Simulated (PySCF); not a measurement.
A structure optimised at B3LYP-D3(BJ)/def2-TZVP, used in a PySCF frequency run:

```xyz
7

Sb     0.6502     0.0456     0.0000
H      0.7057    -1.1500    -1.2276
H      0.7057    -1.1500     1.2276
Si    -1.9441    -0.0046     0.0000
H     -2.4317     0.7100     1.2039
H     -2.4890    -1.3814     0.0000
H     -2.4317     0.7100    -1.2039
```
Charge 0, spin multiplicity 1.

### Question
Write its SMILES, formula and point group.

### Answer
[SiH3][SbH2], H5SbSi, Cs

### Question
What are its rotational constants (standard atomic weights)?

### Answer
43.061, 2.8022, 2.7993 GHz
